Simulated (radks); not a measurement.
Q: All-electron atom: Te+ in [Kr] 4d10 5s2 5p3. All-electron calculation, scalar-relativistic Kohn-Sham, LB94 model potential, spin-polarised, spherical densities, finite nucleus; open shells are filled with parallel spins first (spin-orbit coupling, left out, can overturn this in heavy ions); Fermi nuclear charge, rms radius 4.7423 fm. Program: a radial shooting solver on a logarithmic mesh with Libxc functionals. Some entries of the table are withheld. Estimate them.

orbital,occ.,eigenvalue (eV),<r> (bohr)
1s down,1,-31789.68,0.02777
1s up,1,-31789.68,0.02777
2s up,1,-4901.806,0.1196
2s down,1,-4901.744,0.1196
2p up,3,-4407.230,0.1045
2p down,3,-4407.134,0.1045
3s up,1,-994.5986,0.3218
3s down,1,-994.5359,0.3218
3p up,3,-833.1955,0.3196
3p down,3,-833.1323,0.3197
3d up,5,-588.2507,0.2958
3d down,5,-588.1939,0.2958
4s up,1,-180.6061,0.7644
4s down,1,-180.4235,0.7654
4p up,3,-130.8023,(1)
4p down,3,-130.7098,(2)
4d down,5,-58.3770,(3)
4d up,5,-58.2028,(4)
5s down,1,-29.6256,1.960
5s up,1,-29.0671,1.995
5p down,0,-19.0303,2.384
5p up,3,-18.9060,2.443

A: 
(1) 4p up <r> (bohr): 0.8208
(2) 4p down <r> (bohr): 0.8227
(3) 4d down <r> (bohr): 0.9695
(4) 4d up <r> (bohr): 0.9644
